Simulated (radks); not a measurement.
The numbers below are computed, except where a source is named.
Task: The table gives one normalised radial function P(r) = r R(r) of Kr11+ in [Ar] 3d7 (r in bohr). Level of theory: scalar-relativistic Kohn-Sham, PBE, spin-unpolarised, spherical densities, point nucleus (a radial shooting solver on a logarithmic mesh with Libxc functionals).

r,P
0.002309,0.0083
0.002603,0.0103
0.002958,0.0130
0.003362,0.0165
0.003821,0.0208
0.004309,0.0259
0.004897,0.0327
0.005566,0.0413
0.006275,0.0514
0.007132,0.0647
0.008106,0.0814
0.00914,0.1008
0.01039,0.1263
0.01181,0.1579
0.01342,0.1968
0.01513,0.2412
0.0172,0.2985
0.01954,0.3679
0.02204,0.4453
0.02504,0.5428
0.02846,0.6574
0.03209,0.7812
0.03648,0.9313
0.04146,1.0995
0.04712,1.2839
0.05312,1.4683
0.06038,1.6717
0.06862,1.8740
0.07737,2.0530
0.08794,2.2204
0.09995,2.3493
0.1127,2.4223
0.1281,2.4367
0.1456,2.3770
0.1654,2.2402
0.1865,2.0463
0.212,1.7822
0.241,1.4796
0.2717,1.1841
0.3088,0.8815
0.3509,0.6143
0.3957,0.4094
0.4497,0.2451
0.5111,0.1338
0.5809,0.0659
0.655,0.0305
0.7444,0.0118
0.8461,0.0040
0.954,0.0012
1.084,0.0003
1.232,0.0001
1.389,0.0000
1.579,0.0000
1.795,0.0000
2.04,0.0000
2.3,0.0000
2.614,0.0000
2.971,0.0000
3.35,0.0000
3.807,0.0000

Which n and l does it have? It may be an empty orbital.

Result: n = 2, l = 1: the number of nodes gives n - l - 1 = 0, the rise at small r (about r^(l+1)) gives l, and the extent must fit the shell. The curve is that of 2p. 2p: eigenvalue -1925.1 eV, 0 radial nodes, <r> = 0.160 bohr, 90 % of the charge inside 0.261 bohr.
